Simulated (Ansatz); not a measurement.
Level of theory: Ansatz (a program for electronic structure) with frozen-core CCSD(T)/cc-pVTZ // B3LYP-D3(BJ)/def2-SVP. The restricted HF reference is unstable towards unrestricted orbitals.

Ansatz 0.2 input:
```yaml
crystal:
  periodic: [false, false, false]
  atoms:
    - { symbol: B, position_ang: [-2.013805, -1.406162, 0.030524] }
    - { symbol: C, position_ang: [-0.635683, -0.697999, 0.019438] }
    - { symbol: N, position_ang: [0.470377, -1.486199, 0.056248] }
    - { symbol: C, position_ang: [1.678783, -0.947038, 0.047123] }
    - { symbol: C, position_ang: [1.891472, 0.441477, 0.000558] }
    - { symbol: C, position_ang: [0.790359, 1.285094, -0.0374] }
    - { symbol: C, position_ang: [-0.493967, 0.716747, -0.028193] }
    - { symbol: O, position_ang: [-1.60348, 1.481057, -0.063204] }
    - { symbol: H, position_ang: [-3.040901, -0.780179, -0.00708] }
    - { symbol: H, position_ang: [-2.03747, -2.607957, 0.077345] }
    - { symbol: H, position_ang: [2.532691, -1.633707, 0.07788] }
    - { symbol: H, position_ang: [2.90611, 0.846954, -0.0054] }
    - { symbol: H, position_ang: [0.912744, 2.372476, -0.073963] }
    - { symbol: H, position_ang: [-1.357231, 2.415439, -0.093875] }
basis:
  gaussian: { orbitals: cc-pVTZ }
correlation:
  method: ccsd_t
```

Output:

```
Functional definition: HF
1903 factors; integrals over basis functions are off by at most 1.3e-3 eV
mean field evaluation 1: about -9434.9743 eV, gradient 4.1e1 eV
mean field evaluation 2: about -9435.4675 eV, gradient 4.1e1 eV
mean field evaluation 4: about -9439.9986 eV, gradient 6.5e0 eV
mean field evaluation 8: about -9440.1221 eV, gradient 4.6e-1 eV
mean field evaluation 16: about -9440.1239 eV, gradient 2.0e-6 eV
mean field -9440.12394980 eV, -346.9181564093 hartree, gradient 2.0e-6 eV, S^2 0.000000; 0 other end points of the search recorded, 0 dependent functions left out; unrestricted orbitals would lower it
8 core orbitals not correlated
reference -9440.12394980 eV, -346.9181564093 hartree; 20, 20 occupied and 296, 296 virtual orbitals, 1903 factors
second order -35.80685724 eV of doubles, -0.00000000 eV of singles
cycle   1  -35.22793015 eV  change    5.8e-1 eV  update   1.5e-1
cycle   2  -36.22254662 eV  change   -9.9e-1 eV  update   4.7e-2
cycle   3  -36.43887656 eV  change   -2.2e-1 eV  update   2.0e-2
cycle   4  -36.42531680 eV  change    1.4e-2 eV  update   5.6e-3
cycle   5  -36.42338717 eV  change    1.9e-3 eV  update   2.9e-3
cycle   6  -36.42542608 eV  change   -2.0e-3 eV  update   9.2e-4
cycle   7  -36.42522703 eV  change    2.0e-4 eV  update   4.6e-4
cycle   8  -36.42495939 eV  change    2.7e-4 eV  update   2.1e-4
cycle   9  -36.42502235 eV  change   -6.3e-5 eV  update   9.4e-5
cycle  10  -36.42504463 eV  change   -2.2e-5 eV  update   4.0e-5
perturbative correction -1.88427348 eV, -0.0692457730 hartree
Total energy: -9478.43326790 eV, -348.3259978825 hartree
```

Cost: roughly 30 core-minutes.
